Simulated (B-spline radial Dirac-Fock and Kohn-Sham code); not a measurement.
## Scattering functions of Xe²⁺

System: Xe²⁺, configuration 1s2 2s2 2p6 3s2 3p6 3d10 4s2 4p6 4d10 5s1 5p5 (not the ground configuration).

Method: Dirac-Fock orbitals of the configuration average with a finite nucleus. Computed with a radial finite-basis atomic code. f₀ is the Fourier transform of the spherical electron density, S the Waller-Hartree incoherent function, and s = sin θ/λ. The electron scattering factor follows from the Mott-Bethe formula f_e = 0.023934 Å⁻¹·(Z − f₀)/s².

| s (Å⁻¹) | f₀ | S | f_e (Å) |
| --- | --- | --- | --- |
| 0 | 52.000 | 0.000 | – |
| 0.08 | 50.045 | 2.299 | 14.792 |
| 0.1 | 49.057 | 3.299 | 11.830 |
| 0.12 | 47.946 | 4.320 | 10.063 |
| 0.14 | 46.750 | 5.316 | 8.853 |
| 0.17 | 44.881 | 6.725 | 7.552 |
| 0.21 | 42.394 | 8.455 | 6.299 |
| 0.25 | 40.039 | 10.073 | 5.346 |
| 0.3 | 37.352 | 11.972 | 4.427 |
| 0.37 | 34.028 | 14.356 | 3.492 |
| 0.44 | 31.084 | 16.447 | 2.833 |
| 0.53 | 27.733 | 18.900 | 2.238 |
| 0.64 | 24.298 | 21.721 | 1.736 |
| 0.77 | 21.189 | 24.794 | 1.324 |
| 0.93 | 18.503 | 28.062 | 0.982 |
| 1.12 | 16.225 | 31.137 | 0.721 |
| 1.35 | 13.915 | 33.922 | 0.526 |
| 1.63 | 11.329 | 36.517 | 0.384 |
| 1.97 | 8.743 | 39.029 | 0.279 |
| 2.37 | 6.750 | 41.361 | 0.201 |
| 2.86 | 5.467 | 43.542 | 0.142 |
| 3.45 | 4.626 | 45.484 | 0.099 |
| 4.15 | 3.822 | 47.139 | 0.070 |

f₀ starts at the number of electrons, 52, and has fallen to half at s ≈ 0.59 Å⁻¹. The sum of ⟨r²⟩ over the electrons is 44.46 bohr². For an ion f_e diverges as s goes to zero, because of the net charge.
